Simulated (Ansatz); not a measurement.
`CC[NH][GaH2]` + CH₃NH₂ → `C[NH][GaH2]` + `CCN` at 500 K and 1 bar (ligand exchange at a Ga–N bond).

Calculated with Ansatz (gas phase, PBE0-D4/def2-TZVP geometries, no zero-point term in ΔE). CCSD(T)/CBS is the MP2 limit (def2-TZVPP, def2-QZVPP) plus CCSD(T) − MP2 in def2-TZVPP, frozen cores. For Ga outer-core shells are correlated without core-valence functions, which leaves a few kJ/mol of doubt a bond. Scalar relativity is left out up to krypton. One conformer a species, not always the lowest.

| species | CCSD(T)/CBS energy (Eh) | H − E (kJ/mol) | S (J/(mol·K)) |
| --- | --- | --- | --- |
| `CC[NH][GaH2]` | -2059.56475 | 297.3 | 398.7 |
| CH₃NH₂ | -95.75281 | 191.8 | 270.3 |
| `C[NH][GaH2]` | -2020.30020 | 213.8 | 353.1 |
| `CCN` | -135.01652 | 275.2 | 315.2 |

H − E and S are ideal-gas, rigid-rotor, harmonic terms from PBE0-D4/def2-TZVP, for one conformer and one mirror image of each species. 1 Eh = 2625.50 kJ/mol, R = 8.31446 J/(mol·K).

Q: By hand: ΔE, ΔH, ΔS and ΔG.

A: ΔE = (-2020.30020) + (-135.01652) − (-2059.56475) − (-95.75281) = 0.00084 Eh = 2.2 kJ/mol. Δ(H − E) = 213.8 + 275.2 − 297.3 − 191.8 = -0.1, so ΔH = 2.1 kJ/mol. ΔS = 353.1 + 315.2 − 398.7 − 270.3 = -0.7 J/(mol·K). ΔG = 2.1 − 500 × (-0.7)/1000 = 2.5 kJ/mol.

Q: By hand: the equilibrium constant, and the temperature at which ΔG would vanish if ΔH and ΔS stayed fixed.

A: log₁₀ K = −ΔG/(RT ln 10) = -0.3. ΔH and −TΔS have one sign here, so there is no such temperature.

The number of gas molecules stays the same, so ΔS is small and ΔH decides. The sign of ΔG lies within the doubt. A doubt of 5 kJ/mol in ΔE shifts log₁₀ K by 0.5 here. Other conformers and mirror images would add mixing entropy, several J/(mol·K) or more a flexible species. These are equilibria of isolated gas molecules and say nothing of rates. Largest T1 diagnostic: 0.015 (customary marks: 0.02 for closed shells, 0.045 for open ones).

ΔS is within the doubt of such terms, so its sign, and with it that verdict, could turn.
